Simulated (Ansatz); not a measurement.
Two isomers of C2H6BN: A = `BNC=C`, B = `[BH3-]C#[N+]C`.

Calculated with Ansatz (gas phase, PBE0-D4/def2-TZVP geometries, no zero-point term in ΔE). CBS: MP2 limit from def2 TZ/QZ plus the TZ coupled-cluster correction, frozen cores. DFT in def2-TZVPP. B3LYP here is the variant with VWN-RPA as its local correlation; programs differ in this. Each species was taken in one conformer, which may not be the lowest.

A:

```xyz
10

B     0.635   -0.476    1.688
N     0.512    0.111    0.428
C    -0.523   -0.091   -0.478
C    -0.616    0.480   -1.674
H    -0.218   -1.231    2.053
H     1.587   -0.202    2.356
H     1.223    0.751    0.104
H    -1.280   -0.780   -0.119
H     0.137    1.170   -2.041
H    -1.457    0.267   -2.317
```

B:

```xyz
10

B     0.2456   -0.8974    1.8498
C     0.0648   -0.2320    0.4788
N    -0.0720    0.2691   -0.5532
C    -0.2404    0.8781   -1.8101
H     1.4358   -1.0921    1.9752
H    -0.1869   -0.1105    2.6647
H    -0.3940   -1.9269    1.8101
H     0.7238    0.9517   -2.3150
H    -0.9207    0.2816   -2.4193
H    -0.6561    1.8784   -1.6812
```

Question: Which isomer does CCSD(T)/CBS put lower? Give the gap. (An estimate is asked.)

Answer: Ansatz gave: A, by 142.9 kJ/mol.

Question: Give E(B) − E(A) in kJ/mol with PBE-D4, PBE0-D4, ωB97M-V, B3LYP, HF/def2-TZVPP, CCSD/def2-TZVPP, B2PLYP. (An estimate is asked.)

Answer: Ansatz gave: PBE-D4 118.1, PBE0-D4 130.9, ωB97M-V 134.4, B3LYP 129.8, HF/def2-TZVPP 150.1, CCSD/def2-TZVPP 140.3, B2PLYP 132.2. None reverses the order clearly.

Question: Does the order hold for the free energy at 298.15 K (harmonic terms from PBE0-D4)? (Best estimate.)

Answer: Ansatz gave: Yes: G(B) − G(A) = +126.4 kJ/mol, for one conformer each. Modes under 60 cm⁻¹, often nearly free rotors, make the harmonic entropy too high.

Largest T1 diagnostic: 0.014.

At CCSD(T), def2-SVP lies −9.8 kJ/mol from the extrapolated value and def2-TZVPP −5.9 kJ/mol. In def2-TZVPP, CCSD(T) changes the Hartree–Fock value by −13.1 kJ/mol (the triples alone add −3.3 kJ/mol) and MP2 by −16.0 kJ/mol.
